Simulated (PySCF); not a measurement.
Continuum solvent and chemical shifts

Atom-mapped SMILES (the numbers label the heavy atoms): `[F:1][C@@H:2]1[CH2:3][CH2:4][CH2:5][C@H:6]1[CH:7]1[CH2:8][CH2:9]1`. Each H is labelled by its parent atom. Ha(C8), Ha(C9) are cis to C6 on the ring; Ha(C3), Ha(C4), Ha(C5) are cis to F1 on the ring; Hb(C8), Hb(C9) are trans to C6 on the ring; Hb(C3), Hb(C4), Hb(C5) are trans to F1 on the ring.

GIAO PBE0/pcSseg-1 in PySCF 2.14 on one PBE0-D3(BJ)/def2-SVP conformer, non-relativistic, equivalent nuclei averaged. Solvents enter as an IEF-PCM continuum (dichloromethane with ε = 8.9, acetonitrile with ε = 35.7) around the gas-phase geometry. Shifts are referred to CFCl3, TMS computed in the same medium.

In dichloromethane, δ in ppm: F1 -182.4, C2 103.1, C6 58.1, C3 38.4, C5 36.2, C4 28.3, C7 17.0, C9 7.2, C8 5.2, H(C2) 4.81, Ha(C5) 2.02, Ha(C3) 1.91, Hb(C4) 1.61, Ha(C4) 1.61. Dipole moment 2.21 D.

(1) How does each δ change in the more polar medium?

(2) Which nuclei move most (in ppm), and what does the model miss?

Answers

(1) 
```tsv
atoms	environment	Δδ, acetonitrile
F1	fluorine on an sp3 carbon	-0.6
C2	sp3 CH bonded to F	+0.3
C6	sp3 CH in a ring	+0.2
C3	sp3 CH2 in a ring	+0.1
C5	sp3 CH2 in a ring	0.0
C4	sp3 CH2 in a ring	+0.1
C7	three-membered-ring carbon	0.0
C9	three-membered-ring carbon	0.0
C8	three-membered-ring carbon	0.0
H(C2)	hydrogen on an sp3 CH bonded to F	+0.02
Ha(C5)	hydrogen on an sp3 CH2 in a ring	0.00
Ha(C3)	hydrogen on an sp3 CH2 in a ring	-0.02
Hb(C4)	hydrogen on an sp3 CH2 in a ring	+0.01
Ha(C4)	hydrogen on an sp3 CH2 in a ring	-0.02
```

Changes are relative to dichloromethane. The dipole moment becomes 2.29 D in acetonitrile.

(2) F1 (fluorine on an sp3 carbon, -0.6 ppm) in acetonitrile. A continuum only polarises the solute; specific hydrogen bonds, the anisotropy of aromatic solvents and changes of geometry or conformer are outside it.
